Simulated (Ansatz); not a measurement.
**Four-centre ligand exchange**

Start structure (SiNH7O4, singlet), relaxed at PBE0-D4/def2-TZVP:

```json
{"atom": "Si1", "x (Å)": "-0.2010", "y (Å)": "-0.1404", "z (Å)": "0.2076"}
{"atom": "O2", "x (Å)": "-0.9729", "y (Å)": "1.3185", "z (Å)": "-0.0472"}
{"atom": "O3", "x (Å)": "-0.4227", "y (Å)": "-1.3752", "z (Å)": "-0.8821"}
{"atom": "O4", "x (Å)": "-1.2550", "y (Å)": "-0.8119", "z (Å)": "1.3731"}
{"atom": "O5", "x (Å)": "1.2042", "y (Å)": "-0.0923", "z (Å)": "1.1087"}
{"atom": "H6", "x (Å)": "1.4464", "y (Å)": "1.4534", "z (Å)": "-0.9512"}
{"atom": "N7", "x (Å)": "1.0359", "y (Å)": "0.5764", "z (Å)": "-1.2477"}
{"atom": "H8", "x (Å)": "-1.8328", "y (Å)": "1.3449", "z (Å)": "0.3741"}
{"atom": "H9", "x (Å)": "-1.0319", "y (Å)": "-2.0292", "z (Å)": "-0.5333"}
{"atom": "H10", "x (Å)": "-1.3616", "y (Å)": "-0.3124", "z (Å)": "2.1826"}
{"atom": "H11", "x (Å)": "1.1117", "y (Å)": "-0.5629", "z (Å)": "1.9379"}
{"atom": "H12", "x (Å)": "0.5064", "y (Å)": "0.7257", "z (Å)": "-2.0977"}
{"atom": "H13", "x (Å)": "1.7733", "y (Å)": "-0.0946", "z (Å)": "-1.4248"}
```

The step: SiH₄O₄ ([OH][Si]([OH])([OH])[OH]) + NH₃ → SiNH₅O₃ ([NH2][Si]([OH])([OH])[OH]) + H₂O; bonds formed: O2–H6; dative contacts that become bonds: Si1–N7; bonds broken: Si1–O2, H6–N7. Computed with Ansatz 0.2.0 (basis: def2-TZVPP and def2-QZVPP); correlated methods freeze the cores. Extrapolation: Hartree–Fock as exp(−7.88 √X), correlation as X^−2.97. Energies below are by CCSD(T) at an estimated basis limit (MP2 extrapolated from triple and quadruple zeta, plus CCSD(T) − MP2 in triple zeta).

**Question.** What are the electronic barrier and the energy of the step, from the start structure to the end structure? (To be estimated.)

**Answer.** By the calculation: Barrier 141.7 kJ/mol; step energy 30.1 kJ/mol (uphill); reverse barrier, their difference, 111.6 kJ/mol. Barrier and step energy count from the start structure, the reverse barrier from the end structure.

The saddle point: One imaginary mode of 560i cm⁻¹.
| pair | start (Å) | saddle (Å) | end (Å) |
| --- | --- | --- | --- |
| Si1–N7 | 2.04 | 1.84 | 1.73 |
| O2–H6 | 2.59 | 1.40 | 0.98 |
| Si1–O2 | 1.67 | 2.22 | 3.04 |
| H6–N7 | 1.01 | 1.14 | 1.99 |

Zero-point energy (harmonic, PBE0-D4): ZPE is 261.4 kJ/mol at the start and 248.0 kJ/mol at the saddle, so the barrier goes from 141.7 to 128.2 kJ/mol.

The T1 diagnostic stays at or below 0.012.

Labels in which every atom is bracketed show which atoms are joined, not bond orders.

For scale, one of the runs: CCSD(T)/def2-TZVPP, 295 basis functions, launched by `ansatz run in.yaml --threads 8 --pin off --events-out ev --progress --plain --max-ram 19148MiB`. Hardware: 8 CPU threads of an Intel Xeon, shared host. Wall time 4.5 min; peak host memory 10 GiB.
